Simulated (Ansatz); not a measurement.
CH3Be, doublet, at a GFN2-xTB geometry (such geometries of metal compounds can be far from the true shape) (the spin is typed, not shown lowest). Base run: PBE0/pcseg-1 in Ansatz (a program for electronic structure).

Here is a job for Ansatz.
Ansatz 0.2 input:
```yaml
crystal:
  periodic: [false, false, false]
  atoms:
    - {symbol: Be, position_ang: [-0.90817674, -0.55777950, -0.75170537]}
    - {symbol: C, position_ang: [0.30312316, 0.18617069, 0.25089754]}
    - {symbol: H, position_ang: [0.87268729, -0.53036653, 0.84575680]}
    - {symbol: H, position_ang: [-0.10734194, 0.89666248, 0.97090187]}
    - {symbol: H, position_ang: [1.04862262, 0.74779794, -0.31522242]}
basis:
  gaussian:
    orbitals: pcseg-1.json
hamiltonian:
  xc: pbe0
magnetization: {spin_polarized: true, initial_magnetization: 1}
```
The basis file holds pcseg-1 in the JSON format of the Basis Set Exchange.

Each row names what was changed in the base input (with any setting that the change needs).

```tsv
change	ΔE vs base (µEh)
base	0.0
final_grid = 14, 28, 59	0.1
nuclear_model = gaussian	3.7
point_charge = charge:1.0 position_ang:1.4651, 0.0344, -4.2861	-2661
lower_state_search = light	0.0
point_charge = charge:0.5 position_ang:-1.5811, 1.8911, -3.7083	-1033
final_grid = 4, 8, 17	131
point_charge = charge:-1.0 position_ang:-3.4017, -0.5207, -2.6129	-6023
final_grid = 6, 12, 29	0.4
final_grid = 10, 20, 41	0.1
lower_state_search = full	0.0
```
